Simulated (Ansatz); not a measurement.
A structure drawn as `N[SiH2]B(O)O`, with this starting geometry:

```xyz
11

N    -0.0269   -0.1834   -1.9783
Si   -0.2058    0.8068   -0.4278
B    -0.0111   -0.3595    1.1175
O    -0.9729   -1.5620    1.2515
O     1.0681   -0.1795    2.0691
H     0.8984   -0.5103   -1.9671
H    -0.1493    0.5230   -2.7432
H    -1.5542    1.4130   -0.3859
H     0.8205    1.8474   -0.4224
H    -1.6859   -1.1121    1.7992
H     1.8192   -0.6833    1.6872
```

The species carries charge 0 and has multiplicity 1.

(1) Does it keep its bonds when Ansatz relaxes it at PBE-D4/def2-SVP and then PBE0-D4/def2-TZVP?

(2) Give the relaxed structure. (Estimate.)

Atoms count as bonded under 1.1 times the sum of their covalent radii (H–H under 0.85 Å, pairs among N, O and F under 1.55 Å), and a drawn bond as lost past 1.3 times.

## Answers

(1) Yes, every drawn bond is still there and no new one forms.

(2) Ansatz gave: 
Z-matrix (Å, degrees):
```
Si
B 1 2.037
N 1 1.744 2 103.3
H 1 1.491 2 112.4 3 113.5
H 1 1.498 2 114.0 3 -125.5
O 2 1.360 1 128.4 3 162.9
O 2 1.359 1 115.1 3 -17.1
H 3 1.010 1 117.7 2 -72.7
H 3 1.009 1 118.0 2 152.9
H 6 0.958 2 113.5 1 -1.5
H 7 0.965 2 110.5 1 -0.3
```
All modes are real.
